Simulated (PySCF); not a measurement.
**Computed vibrations of HfH4**

HfH4 (singlet). PySCF 2.14.0, RKS PBE0, Hf def2-SVP with ECP60, H def2-SVP; non-relativistic Hamiltonian with scalar-relativistic core potentials where named; density fitting; no spin-orbit coupling. Central differences of gradients.

```xyz
5

Hf    0.0000    0.0000    0.0000
H     1.0649    1.0649    1.0649
H    -1.0649   -1.0649    1.0649
H     1.0649   -1.0649   -1.0649
H    -1.0649    1.0649   -1.0649
```

Run from Python with OMP_NUM_THREADS=2. Where DIIS fails, smearing, a level shift and second-order steps follow.
It took 3.6 s on 2 threads of Arm Neoverse V1, on a shared host.

Problem. What are the harmonic wavenumbers and infrared intensities?

Solution. Modes are labelled in Td; negative numbers are unstable modes, those under 60 cm⁻¹ near the noise; a finer grid moves soft modes by up to 10 cm⁻¹.
| cm⁻¹ | km/mol | symmetry |
| --- | --- | --- |
| 575 | 203.6 | t2 |
| 575 | 203.6 | t2 |
| 575 | 203.6 | t2 |
| 708 | 0.0 | e |
| 708 | 0.0 | e |
| 1737 | 607.7 | t2 |
| 1737 | 607.7 | t2 |
| 1737 | 607.7 | t2 |
| 1801 | 0.0 | a1 |

Problem. Is this a minimum?

Solution. Yes. Ideal gas at 298.15 K and 1 bar: S = 238.1 J/(mol K), Cp = 54.2 J/(mol K), H − H(0 K) = 11.9 kJ/mol (rigid rotor, harmonic modes, spin degeneracy alone).
